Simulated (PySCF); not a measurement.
Identify the unknown among the candidates.

All candidates are C7H5NO.

| technique | computed result |
| --- | --- |
| NMR, other nuclei | isotropic shieldings of nuclei other than C and H, by class: -59 (1 N), 202 (1 O) ppm [GIAO PBE0/pcSseg-1] |
| 1H NMR | chemical shifts (computed TMS as zero) by class: 7.79 (1 H), 7.78 (1 H), 7.36 (1 H), 7.20 (1 H), 5.92 (1 H) ppm [GIAO PBE0/pcSseg-1] |
| Dipole | 3.40 D [PBE0/pcSseg-1] |
| 13C NMR | chemical shifts (computed TMS as zero) by class: 167.7 (1 C), 140.4 (1 C), 139.9 (1 C), 125.2 (1 C), 121.1 (1 C), 121.0 (1 C), 101.0 (1 C) ppm [GIAO PBE0/pcSseg-1] |
| Rotational structure | rotational constants A, B, C: 3.047, 1.537, 1.022 GHz [GFN2-xTB] |

Gas-phase values; electronic properties from PySCF, density fitting. Levels stand in brackets. One conformer (not necessarily the lowest) at the GFN2-xTB geometry, without solvent, vibrations or thermal averaging. NMR values are class means; diastereotopic atoms form classes of their own.

Question: Which candidate is it?
A. `C#CC#CC(=O)NC=C`
B. `C=C(C#N)C#CC(C)=O`
C. `N#Cc1ccccc1O`

Answer: C. It is `N#Cc1ccccc1O`. Numbering: `[N:1]#[C:2][c:3]1[cH:4][cH:5][cH:6][cH:7][c:8]1[OH:9]`. Its formula, C7H5NO, gives 6 degrees of unsaturation: 1 ring and 5 π bonds in the structure found (Kekulé form). 7 carbons fall into 7 classes; from least to most shielded: aromatic carbon bearing oxygen [C8] (167.7 ppm), aromatic CH carbon [C6] (140.4 ppm), aromatic CH carbon [C4] (139.9 ppm), aromatic CH carbon [C5] (125.2 ppm), nitrile carbon [C2] (121.1 ppm), aromatic CH carbon [C7] (121.0 ppm), substituted aromatic carbon [C3] (101.0 ppm). Hydrogen classes from least to most shielded: 1 H on an aromatic CH carbon, C6 (7.79 ppm), 1 H on an aromatic CH carbon, C4 (7.78 ppm), 1 H on an aromatic CH carbon, C7 (7.36 ppm), 1 H on an aromatic CH carbon, C5 (7.20 ppm), 1 H on a phenol-type oxygen, O9 (5.92 ppm). The other shieldings belong to: -59 ppm, nitrile nitrogen [N1]; 202 ppm, phenol-type oxygen [O9]. The optimised geometry has point group Cs and is an asymmetric top.

The others, at the same levels:
- `C#CC#CC(=O)NC=C` fails: its computed 13C shifts are 150.3 (1 C), 135.8 (1 C), 97.4 (1 C), 81.2 (1 C), 78.6 (1 C), 72.8 (1 C), 71.5 (1 C) ppm, 1H shifts are 7.38 (1 H), 6.77 (1 H), 4.63 (1 H), 4.62 (1 H), 1.75 (1 H) ppm and rotational constant A is 5.121 GHz (against 3.047 GHz).
- `C=C(C#N)C#CC(C)=O` fails: its computed 13C shifts are 187.5 (1 C), 157.1 (1 C), 119.9 (1 C), 110.4 (1 C), 97.2 (1 C), 87.8 (1 C), 36.4 (1 C) ppm, 1H shifts are 6.94 (1 H), 6.93 (1 H), 2.48 (3 H) ppm and rotational constant A is 3.454 GHz (against 3.047 GHz).

Each candidate is one conformer, not necessarily the lowest. The conformers computed, where there is a choice (atom-mapped SMILES and torsion angles):
- `[N:1]#[C:2][c:3]1[cH:4][cH:5][cH:6][cH:7][c:8]1[OH:9]`: H–O9–C8–C7 180°
- `[CH:1]#[C:2][C:3]#[C:4][C:5](=[O:6])[NH:7][CH:8]=[CH2:9]`: C4–C5–N7–C8 180°, C5–N7–C8–C9 180°
